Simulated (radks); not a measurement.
Results of a calculation; reference values are marked as such.
Neutral aluminium inside a hard spherical wall (all orbitals vanish at R), configuration held at [Ne] 3s2 3p1 and not refilled when levels cross. Code: a radial shooting solver on a logarithmic mesh with Libxc functionals. Model: scalar-relativistic Kohn-Sham, PBE, spin-polarised, spherical densities, point nucleus; open shells are filled with parallel spins first. Eigenvalues in eV for spin up, with the zero of energy where the potential of the charges vanishes at infinity; a dash marks a level that is unbound or too diffuse for the functional's potential to be trusted. A positive occupied level is held by the wall or, in an anion where self-interaction has pushed it up, behind a barrier. The pressure on the wall is -dE/dV.

R (bohr)  E (hartree)  kinetic (hartree)    e(2s)    e(2p)   e(3s)   e(3p)  e(4s, empty)  e(4p, empty)  pressure (GPa)
free       -242.69177            243.135  -108.11  -69.592  -8.046  -3.010             -             -               0
20         -242.69177            243.135  -108.11  -69.592  -8.046  -3.010        -0.418         0.247        < 0.0001
8          -242.68657            243.168  -107.74  -69.224  -7.808  -2.700         2.547         5.185           0.183
7          -242.67786            243.217  -107.34  -68.824  -7.556  -2.344         4.586         7.912           0.670
6          -242.65255            243.342  -106.47  -67.958  -6.989  -1.537         8.433        12.680            2.72
3          -241.31891            247.395  -92.461  -53.935   9.622  19.150        80.107        87.862             491
2.5        -239.86425            251.082  -85.029  -46.431  25.244  36.561        133.60        139.77            1620
2          -236.23546            259.861  -72.139  -33.054  62.236  74.697        243.72        242.43            6800
1.5        -225.01859            285.683  -43.012   -1.789  167.93  174.19        514.00        483.25           41800
